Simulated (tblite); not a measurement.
Compound: C₈H₁₁ (doublet state).
Atom-mapped SMILES: `[CH3:1][C:2]#[C:3]/[C:4]=[CH:5]\[CH2:6][CH2:7][CH3:8]` (hydrogens: H9, H10, H11 on C1; H12 on C5; H13, H14 on C6; H15, H16 on C7; H17, H18, H19 on C8)

Geometry (GFN2-xTB, Å), atoms numbered from 1 in this order:
```xyz
19
C8H11 angstrom
C      4.628   -0.256    1.050
C      3.357   -0.272    0.375
C      2.245   -0.295   -0.148
C      1.112   -0.311   -0.811
C     -0.117   -0.364   -1.228
C     -1.327   -0.504   -0.336
C     -2.271    0.689   -0.494
C     -3.519    0.530    0.365
H      5.083   -1.248    1.011
H      5.303    0.457    0.571
H      4.510    0.032    2.097
H     -0.345   -0.293   -2.288
H     -1.858   -1.421   -0.608
H     -1.008   -0.588    0.705
H     -1.744    1.602   -0.210
H     -2.562    0.785   -1.544
H     -4.165    1.399    0.266
H     -4.082   -0.352    0.065
H     -3.249    0.421    1.413
```

All values are computed: GFN2-xTB (tblite) harmonic vibrations without scaling, gas phase. Against measured fundamentals such values can be off by several per cent, at times by over 20. One conformer, not necessarily the lowest. Open shells enter through the occupations alone, without spin polarisation, and single modes of such species can be off by tens of per cent. The optimisation stopped once no atom felt more than 0.01 eV/Å.

Lowest wavenumbers of the output (negative numbers stand for imaginary wavenumbers):
```
mode    cm-1
  1     -26.0
  2      28.5
  3      47.4
  4      95.9
  5     135.5
  6     157.4
  7     228.4
  8     246.9
  9     260.2
 10     266.6
```

Question: Is this structure a minimum?

Answer: Not by this Hessian. 1 mode is imaginary beyond 20i (26i cm⁻¹), so at this level the point lies at or near a first-order saddle. The curvature is small, so loose convergence or finite differences may be the whole cause.

Question: Which atoms move in the imaginary mode?

Answer: 26i: H10 (hydrogen on carbon) 33 %, H9 (hydrogen on carbon) 33 %, H11 (hydrogen on carbon) 30 %. These are shares of the mass-weighted motion.

Question: What is the remedy?

Answer: Step along that mode in both directions, optimise again with tighter thresholds and repeat the frequencies. The zero-point energy of this point (99.0 kcal/mol) counts the 50 real modes alone, and thermal corrections from it aren't those of a minimum.

Time: 0.69 s wall. Hardware: Arm Neoverse V1, one thread, shared host. The figure is for the frequency step alone.
